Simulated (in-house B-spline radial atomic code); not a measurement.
Radial electron density of Re8+, [Kr] 4d10 4f13 5s2 5p5 7d1. Computed with a B-spline radial code for spherical atoms: Dirac-Hartree-Fock, average of configuration, Fermi nucleus of rms radius 5.3698 fm.

Columns: r (bohr), 4πr²n(r) (electrons per bohr), bar.

```
0.000536    3.126 #
0.000677    4.539 #
0.000854    6.533 ##
 0.00108     9.37 ###
 0.00136    13.23 ####
 0.00172    18.58 ######
 0.00217    25.63 ########
 0.00274    34.78 ###########
 0.00346    46.14 ###############
 0.00436    59.38 ###################
 0.00551    74.02 ########################
 0.00695     88.2 ############################
 0.00877    99.77 ################################
  0.0111    106.2 ##################################
   0.014    105.9 ##################################
  0.0176    100.4 ################################
  0.0223    94.84 ##############################
  0.0281    96.98 ###############################
  0.0355    110.7 ###################################
  0.0448    129.5 #########################################
  0.0565    137.6 ############################################
  0.0713    126.2 ########################################
    0.09      109 ###################################
   0.114    110.5 ###################################
   0.143    125.1 ########################################
   0.181    118.2 ######################################
   0.229    83.56 ###########################
   0.289     65.3 #####################
   0.364    75.11 ########################
    0.46    74.43 ########################
    0.58    50.59 ################
   0.732    27.99 #########
   0.924    16.93 #####
    1.17    9.672 ###
    1.47    3.791 #
    1.86   0.8946 
    2.35   0.2427 
    2.96 0.007531 
    3.74   0.1982 
    4.72    0.377 
    5.96   0.1417 
    7.52  0.01297 
    9.49 0.0002456 
      12 6.826e-07 
    15.1 2.814e-10
```

On this grid the curve has 5 maxima, near 0.0111, 0.0565, 0.143, 0.364, 4.72 bohr.

The 5p1/2 radial function P(r) = rR(r), positive near the nucleus, with its small component Q(r) (sign convention: Q ≈ (P' + κP/r)/2c):

```json
{"r (bohr)": "0.000267", "P": "0.001889", "Q": "0.006234"}
{"r (bohr)": "0.000425", "P": "0.003029", "Q": "0.009155"}
{"r (bohr)": "0.000677", "P": "0.004837", "Q": "0.01336"}
{"r (bohr)": "0.00108", "P": "0.007857", "Q": "0.01934"}
{"r (bohr)": "0.00172", "P": "0.01309", "Q": "0.02757"}
{"r (bohr)": "0.00274", "P": "0.02253", "Q": "0.0385"}
{"r (bohr)": "0.00436", "P": "0.03984", "Q": "0.05189"}
{"r (bohr)": "0.00695", "P": "0.07144", "Q": "0.06616"}
{"r (bohr)": "0.0111", "P": "0.126", "Q": "0.07657"}
{"r (bohr)": "0.0176", "P": "0.205", "Q": "0.07428"}
{"r (bohr)": "0.0281", "P": "0.2842", "Q": "0.04883"}
{"r (bohr)": "0.0448", "P": "0.2649", "Q": "0.0006295"}
{"r (bohr)": "0.0713", "P": "0.01052", "Q": "-0.04054"}
{"r (bohr)": "0.114", "P": "-0.3722", "Q": "-0.0291"}
{"r (bohr)": "0.181", "P": "-0.2461", "Q": "0.01938"}
{"r (bohr)": "0.289", "P": "0.4974", "Q": "0.02218"}
{"r (bohr)": "0.46", "P": "0.3401", "Q": "-0.01359"}
{"r (bohr)": "0.732", "P": "-0.8536", "Q": "-0.01474"}
{"r (bohr)": "1.17", "P": "-1.042", "Q": "0.0005213"}
{"r (bohr)": "1.86", "P": "-0.3094", "Q": "0.001941"}
{"r (bohr)": "2.96", "P": "-0.01728", "Q": "0.0001603"}
```
